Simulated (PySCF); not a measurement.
# Adding and removing an electron: AlBr

RHF; PySCF, no relativity, basis sets Al def2-TZVPPD, Br def2-TZVPPD. Neutral (RHF): singlet (closed shell), Re = 2.331 Å, ωe = 367 cm⁻¹, De = 3.52 eV, HOMO -8.95 eV, LUMO 0.70 eV.

AlBr⁺ (UHF): doublet (σ ↑), Re = 2.172 Å, ωe = 488 cm⁻¹, De = 1.04 eV to Al⁺ + Br. The energies at the minima are -2814.40226 hartree for AlBr and -2814.10554 for AlBr⁺.

Task: Work out the adiabatic ionisation energy, without and with harmonic zero-point energies (1 hartree = 27.2114 eV, 1 eV = 8065.5 cm⁻¹), and the change of the bond length.

Result: At HF: 0.29672 hartree = 8.074 eV between the minima; the zero-point term (488.0 − 367.0)/2 cm⁻¹ = +0.008 eV makes it 8.082 eV. Re changes by -15.9 pm against the neutral. Minus the HOMO energy is 8.95 eV, +0.88 eV from the value between the minima; Hartree–Fock orbital energies leave out relaxation and correlation. The electron leaves a σ orbital, and the shorter bond of the ion fits an antibonding orbital, or a change in how ionic the bond is.

Spin–orbit coupling is left out. For an ion De counts to the pair picked by the measured ionisation energies or electron affinities, which need not be the lowest pair at this level. Where the molecule has an RHF reference, its open-shell atoms are computed with UHF. Hartree–Fock leaves out correlation, which carries a large part of most bond energies and some tenths to 1 eV of ionisation energies. States were picked by a PBE0 search and need not be the measured ground states.

Neutral and ion stand on different kinds of reference determinant, which adds to the error of the difference.
